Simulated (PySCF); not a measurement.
A structure optimised at PBE-D3(BJ)/def2-TZVP, used in a PySCF frequency run:

```
B
Cl 1 1.6192
Cl 1 1.6192 2 180.00
```
Charge +1, spin multiplicity 1.

**Question.** Write its SMILES, formula and point group.

**Answer.** Cl[B+]Cl, BCl2, D∞h

**Question.** What are its rotational constants (standard atomic weights)?

**Answer.** 2.7188 GHz (linear rotor, B only)
